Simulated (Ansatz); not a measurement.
Computed with Ansatz on PBE0-D4/def2-TZVP structures; ΔE is electronic, products minus reactants. CCSD(T)/CBS adds triple-zeta CCSD(T) − MP2 to the extrapolated MP2 energy (def2 sets, frozen cores). This one scheme is used for every species. DFT in def2-TZVPP. B3LYP here is the variant with VWN-RPA as its local correlation; programs differ in this. One conformer a species, not always the lowest.

`[BH2][AlH2]` + `N=C[SiH3]` → `N=[C]([AlH2])[SiH3]` + BH₃  (formal exchange of groups at the Al–B bond)

`[BH2][AlH2]`:

```xyz
6

B     0.278    1.075    0.085
Al   -0.250   -0.966   -0.076
H     0.949    1.506    0.983
H    -0.066    1.902   -0.714
H     0.676   -1.994   -0.868
H    -1.586   -1.523    0.591
```

`N=C[SiH3]`:

```xyz
8

N     1.602   -0.568    0.205
C     0.529   -0.380   -0.445
Si   -0.920    0.511    0.376
H     2.301   -1.060   -0.357
H     0.410   -0.721   -1.486
H    -2.106   -0.388    0.369
H    -1.260    1.719   -0.424
H    -0.557    0.887    1.762
```

`N=[C]([AlH2])[SiH3]`:

Cartesian coordinates in Å:
```
N 0.291 -0.206 -1.703
C 0.098 -0.073 -0.440
Al 1.266 -1.113 0.791
Si -1.284 1.105 0.089
H 1.057 -0.861 -1.908
H 2.319 -2.000 -0.003
H 1.174 -1.076 2.374
H -1.967 1.717 -1.077
H -0.695 2.162 0.958
H -2.259 0.345 0.920
```

BH₃:

```xyz
4

B     0.000    0.000    0.000
H    -0.345   -0.021   -1.142
H     0.981   -0.590    0.337
H    -0.636    0.611    0.805
```

| level | ΔE (kJ/mol) |
| --- | --- |
| B2PLYP | -19.6 |
| B3LYP | -13.7 |

(1) What does CCSD(T)/CBS give? (Estimate.)

Largest T1 diagnostic among the species: 0.013.

Answers

(1) Computed: -19.1 kJ/mol. The listed levels differ from it by -0.5, 5.4 kJ/mol.

At CCSD(T), def2-SVP lies +5.6 kJ/mol from the extrapolated value and def2-TZVPP +0.6 kJ/mol. Leaving LDA and LC-ωPBE aside and taking each functional with its dispersion term where it has one, the values, not all of them listed here, spread over 9.3 kJ/mol, from BLYP-D4 to PBE0-D4. The D4 term adds −6.2 kJ/mol with B3LYP and −3.5 kJ/mol with PBE0; it sums over pairs of atoms, weighted by their polarisabilities, and B3LYP, whose exchange is more repulsive, gets the larger term.
